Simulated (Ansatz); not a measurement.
```yaml
crystal:
  periodic: [false, false, false]
  atoms:
    - {symbol: C, position_ang: [-1.093062, -1.937270, -0.151368]}
    - {symbol: C, position_ang: [-0.409872, -0.738650, 0.014302]}
    - {symbol: C, position_ang: [0.214664, 0.319323, 0.176586]}
    - {symbol: B, position_ang: [1.026258, 1.627784, 0.351552]}
    - {symbol: O, position_ang: [1.256563, 2.364781, -0.763859]}
    - {symbol: H, position_ang: [-2.131354, -1.832669, 0.386455]}
    - {symbol: H, position_ang: [-0.614965, -2.805505, 0.324247]}
    - {symbol: H, position_ang: [-1.244975, -2.220290, -1.195384]}
    - {symbol: H, position_ang: [1.244426, 1.946875, 1.468718]}
    - {symbol: H, position_ang: [1.775938, 3.181415, -0.468475]}
basis:
  gaussian: {orbitals: def2-mTZVPP, point_charges: [{charge: 2.00, position_ang: [4.976, -0.260, -0.321]}]}
hamiltonian: {xc: {name: wB97X-V}}
smearing: {width: 0.1}
```

```sh
$ ansatz run in.yaml --threads 2 --pin off --events-out ev --progress --plain --max-ram 4352MiB
```

How does Ansatz answer? (Estimate.)

Ansatz gave: The input was rejected before any iteration.
```
Error: YAML parse error: error: line 17 column 1: unknown field `smearing`, expected one of crystal, accuracy, basis, kpoints, hamiltonian, magnetization, projection, total_charge, correlation, batch, efield, external_charges, scf, relax, neb, saddle, md, ramp, phonons, dielectric, real_time, elastic, magnetic_configurations, gw, evaluate, workflow, output, checkpoint, execution
15 |   gaussian: {orbitals: def2-mTZVPP, point_charges: [{charge: 2.00…
16 | hamiltonian: {xc: {name: wB97X-V}}
17 | smearing: {width: 0.1}
```
